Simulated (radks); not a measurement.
Results of a calculation; reference values are marked as such.
Initial-state core-level shifts of neutral scandium when its valence configuration changes from [Ar] 3d1 4s2. Level of theory: non-relativistic Kohn-Sham, BLYP, spin-polarised, spherical densities, point nucleus; open shells are filled with parallel spins first (a radial shooting solver on a logarithmic mesh with Libxc functionals). Shifts are changes of the shell-averaged eigenvalues in eV (positive: less bound); the change of the density at the nucleus, which sets a Mossbauer isomer shift, is in e/bohr^3, on a base of 6193.

valence,1s,2s,2p,3s,density at nucleus
3d3,+4.303,+5.216,+5.126,+4.644,-5.5457
3d1 4s1 4p1,-1.112,-1.106,-1.104,-1.093,-2.1378
3d0.5 4s1 4p1.5,-3.995,-4.426,-4.381,-3.938,-1.3270
3d2 4s1,+3.129,+3.683,+3.629,+3.264,-3.1670
4s2 4p1,-6.397,-7.345,-7.255,-6.204,+2.7178
3d1 4s1.5 4p0.5,-0.615,-0.609,-0.609,-0.602,-1.0015
3d1.5 4s1 4p0.5,+1.298,+1.632,+1.601,+1.355,-2.7529
3d1 4p2,-2.290,-2.252,-2.250,-2.247,-4.7666
3d0.5 4s2 4p0.5,-3.014,-3.438,-3.397,-2.972,+1.2559
